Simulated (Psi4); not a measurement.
C3F6, charge -1, doublet, geometry from GFN2-xTB (a state made from the parent by changing its charge; the spin is typed, not shown lowest) (a gas-phase anion, which may not be bound at this level); MP2/def2-SVP (Psi4 1.11).

Psi4 was given this input:
```
memory 2 GB

molecule {
-1 2
  F     2.61961399   -0.16167968    0.51722906
  C     1.29270948    0.23703580    0.65338783
  F     1.27846866    1.56940562    0.29804702
  C     0.32933436   -0.58038697   -0.06206978
  F     0.15274132   -1.84779103    0.53246313
  C    -0.97651162    0.00065765   -0.37030286
  F    -1.73856647    0.55997130    0.67387771
  F    -0.90852864    1.00925083   -1.26397875
  F    -1.83408364   -0.90069473   -0.90498166
}

set basis def2-svp
set reference uhf

energy('mp2')
print_variables()
```

Question: What does Psi4 print? Leave out banner, timings and long lists.

Answer: 
```
    SCF Algorithm Type (re)set to DF.

   => Loading Basis Set <=

    Name: DEF2-SVP
    Role: ORBITAL
    Keyword: BASIS

         ---------------------------------------------------------
                                   SCF
               by Justin Turney, Rob Parrish, Andy Simmonett
                          and Daniel G. A. Smith
                              UHF Reference
         ---------------------------------------------------------

  ==> Geometry <==

    Molecular point group: c1
    Full point group: C1

    Geometry (in Angstrom), charge = -1, multiplicity = 2:

       Center              X                  Y                   Z               Mass
    ------------   -----------------  -----------------  -----------------  -----------------
         F            2.622478619464    -0.163200422688     0.518209847622    18.998403162730
         C            1.295574109464     0.235515057312     0.654368617622    12.000000000000
         F            1.281333289464     1.567884877312     0.299027807622    18.998403162730
         C            0.332198989464    -0.581907712688    -0.061088992378    12.000000000000
         F            0.155605949464    -1.849311772688     0.533443917622    18.998403162730
         C           -0.973646990536    -0.000863092688    -0.369322072378    12.000000000000
         F           -1.735701840536     0.558450557312     0.674858497622    18.998403162730
         F           -0.905664010536     1.007730087312    -1.262997962378    18.998403162730
         F           -1.831219010536    -0.902215472688    -0.904000872378    18.998403162730

  Running in c1 symmetry.

  Rotational constants: A =      0.08152  B =      0.04169  C =      0.03277 [cm^-1]
  Rotational constants: A =   2443.81111  B =   1249.76509  C =    982.47494 [MHz]
  Nuclear repulsion =  502.598384775226464

  Charge       = -1
  Multiplicity = 2
  Electrons    = 73
  Nalpha       = 37
  Nbeta        = 36

  ==> Algorithm <==

  SCF Algorithm Type is DF.
  DIIS enabled.
  MOM disabled.
  Fractional occupation disabled.
  Guess Type is SAD.
  Energy threshold   = 1.00e-08
  Density threshold  = 1.00e-08
  Integral threshold = 1.00e-12

  ==> Primary Basis <==

  Basis Set: DEF2-SVP
    Blend: DEF2-SVP
    Number of shells: 54
    Number of basis functions: 126
    Number of Cartesian functions: 135
    Spherical Harmonics?: true
    Max angular momentum: 2

   => Loading Basis Set <=

    Name: (DEF2-SVP AUX)
    Role: JKFIT
    Keyword: DF_BASIS_SCF

  ==> Integral Setup <==

  SCF_SUBTYPE=INCORE selected. In-core MEM_DF algorithm will be used.
  Using in-core AOs.

  ==> MemDFJK: Density-Fitted J/K Matrices <==

    J tasked:                   Yes
    K tasked:                   Yes
    wK tasked:                   No
    Algorithm:                 Core
    Schwarz Cutoff:           1E-12
    Mask sparsity (%):       7.7475
    Fitting Condition:        1E-10

   => Auxiliary Basis Set <=

  Basis Set: (DEF2-SVP AUX)
    Blend: DEF2-UNIVERSAL-JKFIT
    Number of shells: 225
    Number of basis functions: 687
    Number of Cartesian functions: 825
    Spherical Harmonics?: true
    Max angular momentum: 4

  Minimum eigenvalue in the overlap matrix is 2.3643512791E-03.
  Reciprocal condition number of the overlap matrix is 5.1335470011E-04.
    Using symmetric orthogonalization.

  ==> Pre-Iterations <==

  SCF Guess: Superposition of Atomic Densities via on-the-fly atomic UHF (no occupation information).

   -------------------------
    Irrep   Nso     Nmo
   -------------------------
     A        126     126
   -------------------------
    Total     126     126
   -------------------------

  ==> Iterations <==

                           Total Energy        Delta E     RMS |[F,P]|

   @DF-UHF iter SAD:  -708.20385749784157   -7.08204e+02   0.00000e+00
   @DF-UHF iter   1:  -709.41987155251400   -1.21601e+00   4.95636e-03 ADIIS/DIIS
[...]

    Alpha Occupied:

[...]
      37A     -0.125076

    Alpha Virtual:

[...]
    Beta Occupied:

[...]
    Beta Virtual:

[...]
    Final Occupation by Irrep:
              A
    DOCC [    36 ]
    SOCC [     1 ]
    NA   [    37 ]
    NB   [    36 ]

  @DF-UHF Final Energy:  -709.59134188622863

   => Energetics <=

    Nuclear Repulsion Energy =            502.5983847752264637
    One-Electron Energy =               -2003.9687963191581730
    Two-Electron Energy =                 791.7790696577031895
    Total Energy =                       -709.5913418862286335

  UHF NO Occupations:
  HONO-2 :   35  A 1.9995702
  HONO-1 :   36  A 1.9900829
  HONO-0 :   37  A 1.0000000
  LUNO+0 :   38  A 0.0099171
  LUNO+1 :   39  A 0.0004298
  LUNO+2 :   40  A 0.0003294
  LUNO+3 :   41  A 0.0002241

Computation Completed

Properties will be evaluated at   0.000000,   0.000000,   0.000000 [a0]

Properties computed using the SCF density matrix

 Multipole Moments:

 ------------------------------------------------------------------------------------
     Multipole            Electronic (a.u.)      Nuclear  (a.u.)        Total (a.u.)
 ------------------------------------------------------------------------------------

 L = 1.  Multiply by 2.5417464519 to convert [e a0] to [Debye]
 Dipole X            :         -0.9263313            0.3897629           -0.5365685
 Dipole Y            :          0.5697459           -0.2069133            0.3628326
 Dipole Z            :         -0.1749992            0.1334457           -0.0415534
 Magnitude           :                                                    0.6490608

 ------------------------------------------------------------------------------------

  //>>>>>>>>>>>>>>>>>>>>>>>>>>>>>>>>>>>//
  //               DFMP2               //
  //<<<<<<<<<<<<<<<<<<<<<<<<<<<<<<<<<<<//

   => Loading Basis Set <=

    Name: (DEF2-SVP AUX)
    Role: RIFIT
    Keyword: DF_BASIS_MP2

	 --------------------------------------------------------
	                          DF-MP2
	      2nd-Order Density-Fitted Moller-Plesset Theory

	        Rob Parrish, Justin Turney, Andy Simmonett,
	           Ed Hohenstein, and C. David Sherrill
	 --------------------------------------------------------

	 --------------------------------------------------------
	                 NBF =   126, NAUX =   432
	 --------------------------------------------------------
	   CLASS    FOCC     OCC    AOCC    AVIR     VIR    FVIR
	   ALPHA       0      37      37      89      89       0
	    BETA       0      36      36      90      90       0
	 --------------------------------------------------------

	-----------------------------------------------------------
	 ==================> DF-MP2 Energies <====================
	-----------------------------------------------------------
	 Reference Energy          =    -709.5913418862286335 [Eh]
	 Singles Energy            =      -0.0000000000000000 [Eh]
	 Same-Spin Energy          =      -0.4156483916509043 [Eh]
	 Opposite-Spin Energy      =      -1.0714956850988022 [Eh]
	 Correlation Energy        =      -1.4871440767497064 [Eh]
	 Total Energy              =    -711.0784859629783341 [Eh]
	-----------------------------------------------------------
	 ================> DF-SCS-MP2 Energies <==================
	-----------------------------------------------------------
	 SCS Same-Spin Scale       =       0.3333333333333333 [-]
	 SCS Opposite-Spin Scale   =       1.2000000000000000 [-]
	 SCS Same-Spin Energy      =      -0.1385494638836348 [Eh]
	 SCS Opposite-Spin Energy  =      -1.2857948221185627 [Eh]
	 SCS Correlation Energy    =      -1.4243442860021975 [Eh]
	 SCS Total Energy          =    -711.0156861722308577 [Eh]
	-----------------------------------------------------------

  Variable Map:
  ----------------------------------------------------------------------------
[...]
  Array Variable Map:
  ----------------------------------------------------------------------------
[...]
[...]
```
